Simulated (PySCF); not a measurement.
PySCF job for C₂H₃AlFNO, SMILES [CH3][Al]([F])[N]=C=O, TDA-PBE/def2-SVPD. Geometry optimised at r2SCAN-D4/def2-SVP. The structure was generated by enumeration; whether it is a known compound was not checked. Other conformers were not sampled.

```python
import numpy as np
from pyscf import gto, scf, dft, tdscf

mol = gto.M(
    atom='''
    Al   -0.75388204    0.41724384   -0.25715382
    F    -2.19314661   -0.33347518    0.10718672
    C    -0.72690595    2.11353466   -1.17084111
    H     0.28285167    2.39192089   -1.51062936
    H    -1.08670035    2.91844274   -0.50686822
    H    -1.39706367    2.11126976   -2.04629728
    N     0.70939204   -0.44101928    0.26053803
    C     1.68078640   -1.05234327    0.62897742
    O     2.63133392   -1.64056750    0.98369125
    ''',
    basis='def2-SVPD',
    charge=0,
    spin=0,
    max_memory=1600,
    verbose=4,
)
mf = dft.RKS(mol, xc='pbe').density_fit(auxbasis='def2-universal-jkfit')
mf.grids.level = 3
mf.conv_tol = 1e-9
mf.max_cycle = 100
mf.kernel()
mf.grids = dft.Grids(mol).set(level=1).build(with_non0tab=True)  # coarser grid for the response kernel
td = tdscf.TDA(mf)
td.singlet = True
td.nstates = 10
td.conv_tol = 1e-4
td.positive_eig_threshold = 1e-6
td.kernel(x0=td.get_init_guess(mf, 15))
td.analyze()
tt = tdscf.TDA(mf)
tt.singlet = False
tt.nstates = 4
tt.conv_tol = 1e-4
tt.positive_eig_threshold = 1e-6
tt.kernel(x0=tt.get_init_guess(mf, 9))
tt.analyze(verbose=3)
```

Log of the run:

```
PySCF version 2.14.0

[INPUT] verbose = 4
[INPUT] num. atoms = 9
[INPUT] num. electrons = 52
[INPUT] charge = 0
[INPUT] spin (= nelec alpha-beta = 2S) = 0
[INPUT] symmetry False subgroup None
[INPUT] Mole.unit = angstrom
[INPUT] Symbol           X                Y                Z      unit          X                Y                Z       unit  Magmom
[INPUT]  1 Al    -0.753882040000   0.417243840000  -0.257153820000 AA   -1.424630585828   0.788476584762  -0.485950291686 Bohr   0.0
[INPUT]  2 F     -2.193146610000  -0.333475180000   0.107186720000 AA   -4.144446443918  -0.630176759540   0.202553544990 Bohr   0.0
[INPUT]  3 C     -0.726905950000   2.113534660000  -1.170841110000 AA   -1.373653163817   3.994001662176  -2.212569033282 Bohr   0.0
[INPUT]  4 H      0.282851670000   2.391920890000  -1.510629360000 AA    0.534512190176   4.520075393726  -2.854675766127 Bohr   0.0
[INPUT]  5 H     -1.086700350000   2.918442740000  -0.506868220000 AA   -2.053566040969   5.515057488825  -0.957842117046 Bohr   0.0
[INPUT]  6 H     -1.397063670000   2.111269760000  -2.046297280000 AA   -2.640067714880   3.989721621476  -3.866941428642 Bohr   0.0
[INPUT]  7 N      0.709392040000  -0.441019280000   0.260538030000 AA    1.340556670547  -0.833405654853   0.492345521734 Bohr   0.0
[INPUT]  8 C      1.680786400000  -1.052343270000   0.628977420000 AA    3.176225969894  -1.988640569329   1.188595062336 Bohr   0.0
[INPUT]  9 O      2.631333920000  -1.640567500000   0.983691250000 AA    4.972500451078  -3.100223263862   1.858907053631 Bohr   0.0

nuclear repulsion = 245.316623444386
number of shells = 64
number of NR pGTOs = 228
number of NR cGTOs = 154
basis = def2-SVPD
ecp = {}


[settings echo left out]
init E= -550.077087539475
  HOMO = -0.348495990693335  LUMO = -0.0823565372410315  gap/eV = 7.24202
cycle= 1 E= -549.441250975961  delta_E= 0.636  |g|= 1.04  |ddm|= 4.66
  HOMO = -0.17043100812992  LUMO = -0.0384111168087347  gap/eV = 3.59244
cycle= 2 E= -548.450066738407  delta_E= 0.991  |g|= 2.49  |ddm|= 2.76
  HOMO = -0.246537761665164  LUMO = -0.05231071769352  gap/eV = 5.28519
cycle= 3 E= -549.570635405087  delta_E= -1.12  |g|= 0.63  |ddm|= 1.96
  HOMO = -0.272406901975306  LUMO = -0.063067709650301  gap/eV = 5.69641
cycle= 4 E= -549.655669968986  delta_E= -0.085  |g|= 0.171  |ddm|= 0.585
  HOMO = -0.276191296414736  LUMO = -0.0651729623544592  gap/eV = 5.74210
cycle= 5 E= -549.660512957793  delta_E= -0.00484  |g|= 0.082  |ddm|= 0.222
  HOMO = -0.273588493144224  LUMO = -0.0649686832711862  gap/eV = 5.67683
cycle= 6 E= -549.662079190727  delta_E= -0.00157  |g|= 0.0178  |ddm|= 0.0813
  HOMO = -0.272562886068019  LUMO = -0.0644487818259991  gap/eV = 5.66307
cycle= 7 E= -549.662137467737  delta_E= -5.83e-05  |g|= 0.00754  |ddm|= 0.0181
  HOMO = -0.272401516442047  LUMO = -0.0642941372278614  gap/eV = 5.66289
cycle= 8 E= -549.662149120819  delta_E= -1.17e-05  |g|= 0.00219  |ddm|= 0.00881
  HOMO = -0.272663578702639  LUMO = -0.0643374289433871  gap/eV = 5.66884
cycle= 9 E= -549.66215011338  delta_E= -9.93e-07  |g|= 0.000496  |ddm|= 0.00217
  HOMO = -0.272664934613057  LUMO = -0.0643772203766435  gap/eV = 5.66780
cycle= 10 E= -549.66215017997  delta_E= -6.66e-08  |g|= 8.66e-05  |ddm|= 0.00084
  HOMO = -0.272662108328148  LUMO = -0.0643684079459601  gap/eV = 5.66796
cycle= 11 E= -549.662150181768  delta_E= -1.8e-09  |g|= 3.07e-05  |ddm|= 0.000208
  HOMO = -0.272661956732378  LUMO = -0.0643687795047043  gap/eV = 5.66795
cycle= 12 E= -549.662150181979  delta_E= -2.11e-10  |g|= 2.96e-06  |ddm|= 4.3e-05
  HOMO = -0.272661657153385  LUMO = -0.0643685774137186  gap/eV = 5.66794
Extra cycle  E= -549.66215018198  delta_E= -1.25e-12  |g|= 3.56e-06  |ddm|= 8.44e-06
converged SCF energy = -549.66215018198
tot grids = 39728
Overwritten attributes  positive_eig_threshold  of <class 'pyscf.tdscf.rks.TDA'>


******** <class 'pyscf.tdscf.rks.TDA'> for <class 'pyscf.df.df_jk.DFRKS'> ********
nstates = 10 singlet
deg_eia_thresh = 1.000e-03
wfnsym = None
conv_tol = 0.0001
eigh lindep = 1e-12
eigh level_shift = 0
eigh max_cycle = 100


Excitation energies (eV)
[5.70039384 6.05596311 6.22142319 6.33320366 6.58559505 7.02572898
 7.39515095 7.65750509 7.8107149  7.8868919 ]

** Singlet excitation energies and oscillator strengths **
Excited State   1:      5.70039 eV    217.50 nm  f=0.0018
      26 -> 27       -0.70528
Excited State   2:      6.05596 eV    204.73 nm  f=0.0193
      25 -> 27       -0.12170
      26 -> 28       -0.68966
Excited State   3:      6.22142 eV    199.29 nm  f=0.0122
      24 -> 27        0.10214
      25 -> 27        0.13622
      25 -> 28       -0.68387
Excited State   4:      6.33320 eV    195.77 nm  f=0.0886
      25 -> 27       -0.62548
      25 -> 28       -0.14014
      26 -> 28        0.11502
      26 -> 29        0.25522
Excited State   5:      6.58560 eV    188.27 nm  f=0.0328
      24 -> 27        0.69181
      25 -> 28        0.10258
Excited State   6:      7.02573 eV    176.47 nm  f=0.1255
      24 -> 28        0.68240
Excited State   7:      7.39515 eV    167.66 nm  f=0.0002
      25 -> 29        0.70292
Excited State   8:      7.65751 eV    161.91 nm  f=0.0398
      24 -> 29       -0.10185
      26 -> 29        0.23559
      26 -> 30        0.64539
Excited State   9:      7.81071 eV    158.74 nm  f=0.2415
      24 -> 29        0.37063
      25 -> 27       -0.12999
      25 -> 32       -0.15938
      26 -> 29       -0.41783
      26 -> 30        0.27553
      26 -> 31        0.19459
Excited State  10:      7.88689 eV    157.20 nm  f=0.0002
      23 -> 27       -0.43057
      25 -> 30        0.55797

** Transition electric dipole moments (AU) **
state          X           Y           Z        Dip. S.      Osc.
  1        -0.0050     -0.0646     -0.0926      0.0128      0.0018
  2         0.0818      0.3050     -0.1742      0.1300      0.0193
  3         0.0990      0.0684      0.2561      0.0801      0.0122
  4        -0.6421      0.3531     -0.1838      0.5708      0.0886
  5         0.0246     -0.2471     -0.3767      0.2036      0.0328
  6        -0.0369      0.7509     -0.4049      0.7292      0.1255
  7        -0.0006     -0.0206     -0.0261      0.0011      0.0002
  8         0.3126     -0.2929      0.1688      0.2120      0.0398
  9        -0.8238      0.6628     -0.3794      1.2620      0.2415
 10         0.0139     -0.0237     -0.0100      0.0009      0.0002

** Transition velocity dipole moments (imaginary part, AU) **
state          X           Y           Z        Dip. S.      Osc.
  1        -0.0007     -0.0023      0.0014      0.0000      0.0000
  2         0.0227      0.0634     -0.0344      0.0057      0.0171
  3         0.0117      0.0163      0.0448      0.0024      0.0070
  4        -0.0779      0.0431     -0.0199      0.0083      0.0238
  5         0.0022     -0.0191     -0.0202      0.0008      0.0021
  6        -0.0208      0.1784     -0.0949      0.0413      0.1066
  7        -0.0008     -0.0051     -0.0075      0.0001      0.0002
  8         0.0588     -0.0485      0.0277      0.0066      0.0156
  9        -0.1555      0.1392     -0.0793      0.0499      0.1158
 10         0.0015     -0.0085     -0.0095      0.0002      0.0004

** Transition magnetic dipole moments (imaginary part, AU) **
state          X           Y           Z
  1         0.2982     -0.0512      0.0346
  2         0.0096      0.0109      0.0339
  3         0.1693      0.1622     -0.0804
  4         0.0415      0.0273     -0.0006
  5         0.6469      0.0438     -0.0162
  6        -0.0084      0.2247      0.4213
  7         0.0020      0.1385     -0.0764
  8         0.0141     -0.1526     -0.2786
  9        -0.0189     -0.1580     -0.2557
 10         0.2623      0.3737     -0.2177


******** <class 'pyscf.tdscf.rks.TDA'> for <class 'pyscf.df.df_jk.DFRKS'> ********
nstates = 4 triplet
deg_eia_thresh = 1.000e-03
wfnsym = None
conv_tol = 0.0001
eigh lindep = 1e-12
eigh level_shift = 0
eigh max_cycle = 100


Excitation energies (eV)
[5.55398694 5.58174362 5.87514616 6.04650587]

** Triplet excitation energies and oscillator strengths **
Excited State   1:      5.55399 eV    223.23 nm  f=0.0000
Excited State   2:      5.58174 eV    222.12 nm  f=0.0000
Excited State   3:      5.87515 eV    211.03 nm  f=0.0000
Excited State   4:      6.04651 eV    205.05 nm  f=0.0000
```

Self-consistency was reached.
